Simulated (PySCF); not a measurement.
Work out the structure from these simulated measurements.

Formula: C7H8P2.

- 1H NMR: chemical shifts (computed TMS as zero) by class: 10.13 (1 H), 9.60 (1 H), 7.40 (1 H), 6.47 (1 H), 5.73 (1 H), 2.99 (3 H) ppm [GIAO PBE0/pcSseg-1]
- NMR, other nuclei: isotropic shieldings of nuclei other than C and H, by class: 53 (1 P), 68 (1 P) ppm [GIAO PBE0/pcSseg-1]
- Dipole: 0.45 D [PBE0/pcSseg-1]
- Rotational structure: rotational constants A, B, C: 2.327, 0.849, 0.625 GHz [GFN2-xTB]
- 13C NMR: chemical shifts (computed TMS as zero) by class: 179.7 (1 C), 172.9 (1 C), 168.2 (1 C), 160.5 (1 C), 145.7 (1 C), 117.9 (1 C), 29.4 (1 C) ppm [GIAO PBE0/pcSseg-1]

The electronic properties come from PySCF, for the isolated species, density fitting. Levels stand in brackets. Isolated species at its GFN2-xTB geometry (one conformer only). GFN2-xTB frequencies show an imaginary mode (26i cm⁻¹), so this geometry is no minimum at that level. NMR values are class means; diastereotopic atoms form classes of their own.

**Question.** Give a SMILES that accounts for the data.

**Answer.** Numbering: `[CH2:1]=[CH:2][c:3]1[cH:4][p:5][c:6]([CH3:7])[cH:8][p:9]1`. 7 carbons fall into 7 classes; from least to most shielded: substituted aromatic carbon [C6] (179.7 ppm), substituted aromatic carbon [C3] (172.9 ppm), aromatic CH carbon [C8] (168.2 ppm), aromatic CH carbon [C4] (160.5 ppm), alkene CH carbon [C2] (145.7 ppm), terminal =CH2 carbon [C1] (117.9 ppm), benzylic-type carbon [C7] (29.4 ppm). Hydrogen classes from least to most shielded: 1 H on an aromatic CH carbon, C4 (10.13 ppm), 1 H on an aromatic CH carbon, C8 (9.60 ppm), 1 H on an alkene CH carbon, C2 (7.40 ppm), 1 H on a terminal =CH2 carbon, C1 (6.47 ppm), 1 H on a terminal =CH2 carbon, C1 (5.73 ppm), 3 H on a benzylic-type carbon, C7 (2.99 ppm). The other shieldings belong to: 53 ppm, phosphorus bonded to 2 C [P9]; 68 ppm, phosphorus bonded to 2 C [P5]. By its constants the optimised geometry is an asymmetric top. Structure: `p1c(C)cpc(C=C)c1`. Computed isomers that give other values at the same levels: `[H]/P=P/c1cccc(C)c1` (13C chemical shifts (computed TMS as zero) by class: 152.8 (1 C), 143.0 (1 C), 139.5 (1 C), 138.6 (1 C), 134.0 (1 C), 127.8 (1 C), 23.8 (1 C) ppm); `c1cc(C2CC2)pcp1` (13C chemical shifts (computed TMS as zero) by class: 194.9 (1 C), 189.8 (1 C), 162.2 (1 C), 138.0 (1 C), 28.1 (1 C), 25.0 (2 C) ppm); `c1cpc(C2CC2)pc1` (13C chemical shifts (computed TMS as zero) by class: 230.4 (1 C), 161.8 (2 C), 136.1 (1 C), 29.8 (1 C), 27.5 (2 C) ppm). The assignments are read from this structure; whether some other isomer fits the data as well wasn't checked.

Conformer computed: `[CH2:1]=[CH:2][c:3]1[cH:4][p:5][c:6]([CH3:7])[cH:8][p:9]1`: C1–C2–C3–C4 -6°.
